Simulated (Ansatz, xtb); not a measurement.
## A geometry optimisation of F2NSi2+ with r2SCAN-D4/def2-SVP

The starting geometry of this gas-phase singlet has its atoms placed at random.

```json
{"atom": "F", "x (Å)": "-1.3855", "y (Å)": "0.8067", "z (Å)": "1.0838"}
{"atom": "F", "x (Å)": "1.0313", "y (Å)": "0.0480", "z (Å)": "-1.3398"}
{"atom": "N", "x (Å)": "-0.6221", "y (Å)": "-1.1983", "z (Å)": "-0.6398"}
{"atom": "Si", "x (Å)": "-0.1742", "y (Å)": "0.5962", "z (Å)": "0.1145"}
{"atom": "Si", "x (Å)": "1.5834", "y (Å)": "-0.7991", "z (Å)": "0.6103"}
```

One run relaxed it with r2SCAN-D4/def2-SVP. What is a likely outcome?

It ends as a structure given below by its coordinates. Distances that change by over a tenth: F2–Si4 (1.97 → 2.91 Å). Contacts that open: Si4–Si5 (2.30 → 3.60 Å). Contacts that close: F2–Si5 (2.20 → 1.90 Å), N3–Si5 (2.57 → 1.73 Å).

The energy falls by 4.01 eV over 22 steps:

```csv
step,E − E(last) (eV)
1,4.011
3,2.281
6,1.796
8,1.161
10,0.710
13,0.346
15,0.145
17,0.052
20,0.000
22,0.000
```

Final geometry (Å):

```xyz
5

F    -1.7278    0.3219    1.0525
F     1.5597   -0.0729   -0.9910
N     0.2508   -0.2878   -0.1060
Si   -0.7175    1.2869    0.2163
Si    1.0676   -1.7946   -0.3428
```

From the same start GFN2-xTB reaches the same bonding as this run.

From so rough a start the end depends on the optimiser's path, so another program may land elsewhere. The end wasn't checked by frequencies. Run with Ansatz 0.2.0, 30 s on 1 thread of Intel(R) Xeon(R) 6975P-C (Granite Rapids), with other jobs on the host.
